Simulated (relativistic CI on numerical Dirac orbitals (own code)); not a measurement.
## Mn²¹⁺: q coefficients and field-shift factors

Calculated at this level of theory: Dirac-Coulomb-Breit CI, separate exchange-only KLI orbitals for each configuration, derivatives by finite differences, unscaled Slater integrals, QED left out (own radial code, finite nucleus).

CI space (outside the closed core 1s2): 2s2, 2s.2p, 2p2, 2p.3s, 2p.3p, 2s.3s, 2s.3p, 2s.3d. Levels of other configurations are missing.

With x = (α/α₀)² − 1 an excitation energy changes as ω = ω₀ + qx; K = 2q/ω₀ is the relative enhancement. Terms are leading LS components, so labels can repeat. The field-shift factor is F = δν/δ⟨r²⟩ for the transition from the lowest level.

Lowest level 2s2 1S_0.

| Level | ω₀ (cm⁻¹) | q (cm⁻¹) | F (GHz/fm²) |
| --- | --- | --- | --- |
| 2s.2p 3P°_0 | 337370 | 12240 | -76.1 |
| 2s.2p 3P°_1 | 364282 | 33540 | -76.2 |
| 2s.2p 3P°_2 | 440878 | 117700 | -76.3 |
| 2s.2p 1P°_1 | 725141 | 98810 | -79 |
| 2p2 3P_0 | 920275 | 64050 | -159 |
| 2p2 3P_1 | 976938 | 138700 | -160 |
| 2p2 3P_2 | 1018272 | 158300 | -160 |
| 2p2 1D_2 | 1138491 | 221300 | -160 |
| 2p2 1S_0 | 1355541 | 209400 | -155 |
| 2s.3s 3S_1 | 8175110 | 87240 | -48.7 |
| 2s.3s 1S_0 | 8241004 | 89780 | -50 |
| 2s.3p 3P°_0 | 8340585 | 91780 | -71 |
| 2s.3p 3P°_1 | 8340810 | 93510 | -72.1 |
| 2s.3p 1P°_1 | 8366980 | 122400 | -74.5 |
| 2s.3p 3P°_2 | 8370634 | 122300 | -70.9 |
| 2s.3d 3D_1 | 8450221 | 121600 | -71.8 |
| 2s.3d 3D_2 | 8453997 | 125100 | -71.3 |
| 2s.3d 3D_3 | 8460307 | 131400 | -70.9 |
| 2s.3d 1D_2 | 8523386 | 128000 | -71.4 |
| 2p.3s 3P°_0 | 8601672 | 104000 | -132 |
| 2p.3s 3P°_1 | 8617891 | 110900 | -130 |
| 2p.3p 3D_1 | 8705762 | 109600 | -154 |
| 2p.3s 3P°_2 | 8708759 | 213200 | -132 |

At this charge energies of transitions that change n are usually good to better than 1 %, and those within a shell (Δn = 0) to a few per cent.

Question: Which transition from the lowest level has the largest |K|?

Answer: 2s.2p 3P°_2 at 440878 cm⁻¹, K = 0.534.
